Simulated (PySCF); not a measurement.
## A small calculation by hand: dipole moment from atomic charges

B(F)(H)(SH) (BFH2S), SMILES B(S)F. Atoms are numbered in the order given.

```xyz
5

B     -0.5410    -0.6003     0.0000
F      0.2886    -1.6357     0.0000
H     -1.7146    -0.7912     0.0000
S      0.1764     1.0510     0.0000
H     -0.9995     1.6990     0.0000
```

The structure is a stationary point at B3LYP-D3(BJ)/def2-TZVP. One conformer was computed; it need not be the lowest.

Charges (e) from M06-2X/def2-TZVPD (PySCF):

| atom | IAO | ESP fit |
|---|---|---|
| B1 | 0.283 | 0.220 |
| F2 | -0.326 | -0.150 |
| H3 | -0.005 | -0.040 |
| S4 | -0.057 | -0.189 |
| H5 | 0.105 | 0.158 |

The dipole moment of the full density is 1.63 D.

Problem. What dipole moment does each set of point charges give, and which comes closer to that of the density?

Solution. 
μ = Σ q r, and 1 e Å = 4.8032 D.
IAO: Σ q r = (-0.354, 0.486, 0.000) e Å, |μ| = 2.89 D.
ESP fit: Σ q r = (-0.285, 0.215, 0.000) e Å, |μ| = 1.71 D.
ESP fit comes closer in size. Point charges leave out the atoms' own dipoles (lone pairs, polarised bonds); fits to the potential absorb them, partitions of the density don't.
